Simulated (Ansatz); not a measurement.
Basis sets compared for Mg2Te2. The state is a singlet with charge 0. Geometry r2SCAN-D4/def2-SVP. Ansatz on 4 threads of Arm Neoverse V1 on a shared host; times are rough, and most runs start from earlier orbitals.

```tsv
atom	x (Å)	y (Å)	z (Å)
Mg1	0.027	-0.945	-1.037
Mg2	-0.027	0.945	1.037
Te3	1.036	-1.478	1.374
Te4	-1.036	1.478	-1.374
```

In the def2 sets Te takes a core potential; there is no spin–orbit coupling. The structure comes from a short search, and lower isomers may exist.

Binding counts from free atoms (Mg singlet, Te triplet) in the same basis, without a counterpoise term.

```csv
level,functions,energy (Eh),HOMO (eV),LUMO (eV),binding per atom (eV),wall time
PBE-D4/def2-SVP,88,-935.9476,-4.78,-3.32,1.89,0.8 s
PBE-D4/def2-TZVP,164,-936.1109,-4.87,-3.32,1.90,1.5 s
r2SCAN-D4/def2-TZVP (with forces),164,-936.5283,-5.06,-3.07,1.94,3.7 s
PBE0-D4/def2-SVP,88,-936.0241,-5.69,-2.74,1.86,1.3 s
PBE0-D4/def2-TZVP,164,-936.1861,-5.75,-2.72,1.87,3.1 s
```

Question: Estimate the rows for PBE-D4/def2-TZVPD, r2SCAN-D4/def2-TZVPD, PBE0-D4/def2-TZVPD.

Answer: 
```csv
level,functions,energy (Eh),HOMO (eV),LUMO (eV),binding per atom (eV),wall time
PBE-D4/def2-TZVPD,188,-936.1115,-4.88,-3.32,1.90,2.3 s
r2SCAN-D4/def2-TZVPD,188,-936.5288,-5.06,-3.06,1.94,4 s
PBE0-D4/def2-TZVPD,188,-936.1866,-5.76,-2.73,1.87,3.2 s
```
